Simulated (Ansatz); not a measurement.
A run on `C=C[NH][Zn][CH3]` with other settings.

```yaml
crystal:
  periodic: [false, false, false]
  atoms:
    - {symbol: C, position_ang: [-1.959924, -0.026608, 1.098269]}
    - {symbol: C, position_ang: [-0.906580, -0.634174, 1.657199]}
    - {symbol: N, position_ang: [0.363371, -0.725972, 1.143534]}
    - {symbol: Zn, position_ang: [0.911653, -0.017650, -0.460215]}
    - {symbol: C, position_ang: [1.522041, 0.712154, -2.131956]}
    - {symbol: H, position_ang: [-2.918006, -0.017382, 1.597166]}
    - {symbol: H, position_ang: [-1.896631, 0.474300, 0.135079]}
    - {symbol: H, position_ang: [-1.046697, -1.115345, 2.624720]}
    - {symbol: H, position_ang: [0.997052, -1.231833, 1.738387]}
    - {symbol: H, position_ang: [2.613354, 0.741276, -2.168647]}
    - {symbol: H, position_ang: [1.168652, 0.109813, -2.971429]}
    - {symbol: H, position_ang: [1.151718, 1.731432, -2.262107]}
basis:
  gaussian: {orbitals: aug-pcseg-2, nuclear_model: gaussian}
hamiltonian: {xc: {name: wB97X}}
output: {forces: true}
```

```sh
$ ansatz run in.yaml --threads 4 --pin off --events-out ev --progress --plain --max-ram 10444MiB
```

It prints (some lines left out):

```
Functional definition: wB97X
1785 factors; their error is unknown
736 factors; integrals over basis functions are off by at most 2.6e-5 eV
mean field evaluation 1: about -53127.3821 eV, gradient 7.3e1 eV
mean field evaluation 2: about -53128.6883 eV, gradient 8.1e1 eV
mean field evaluation 4: about -53137.2782 eV, gradient 2.4e0 eV
mean field evaluation 8: about -53137.2912 eV, gradient 7.5e-2 eV
mean field evaluation 16: about -53137.3670 eV, gradient 5.7e-4 eV
mean field -53137.36701034 eV, -1952.7622198290 hartree, gradient 8.3e-5 eV, S^2 0.000000; 0 other end points of the search recorded, 0 dependent functions left out
reference -53137.36694719 eV, -1952.7622175083 hartree; 31, 31 occupied and 395, 395 virtual orbitals, 1785 factors
Total energy: -53137.36694719 eV, -1952.7622175083 hartree
Atom 0 at    -1.959924    -0.026608     1.098269 Å, force     0.070541    -0.034035     0.024340 eV/Å
Atom 1 at    -0.906580    -0.634174     1.657199 Å, force    -0.321704     0.031463     0.115459 eV/Å
Atom 2 at     0.363371    -0.725972     1.143534 Å, force     0.250483    -0.040787    -0.059388 eV/Å
Atom 3 at     0.911653    -0.017650    -0.460215 Å, force    -0.006709     0.001218     0.000429 eV/Å
Atom 4 at     1.522041     0.712154    -2.131956 Å, force    -0.007067    -0.002436     0.011757 eV/Å
Atom 5 at    -2.918006    -0.017382     1.597166 Å, force     0.052706    -0.004176    -0.019936 eV/Å
Atom 6 at    -1.896631     0.474300     0.135079 Å, force     0.012812    -0.024858     0.038898 eV/Å
Atom 7 at    -1.046697    -1.115345     2.624720 Å, force     0.004837     0.035910    -0.069807 eV/Å
Atom 8 at     0.997052    -1.231833     1.738387 Å, force    -0.050446     0.046228    -0.058018 eV/Å
Atom 9 at     2.613354     0.741276    -2.168647 Å, force    -0.078229     0.005709    -0.016140 eV/Å
Atom 10 at     1.168652     0.109813    -2.971429 Å, force     0.035274     0.057595     0.045366 eV/Å
Atom 11 at     1.151718     1.731432    -2.262107 Å, force     0.037500    -0.071832    -0.012960 eV/Å
Dipole moment:     0.398795    -0.084162    -0.057585 e Å
```

It took 28 s on 4 threads of an Arm Neoverse V2 on a shared host, with 2.8 GiB of host memory at the peak.
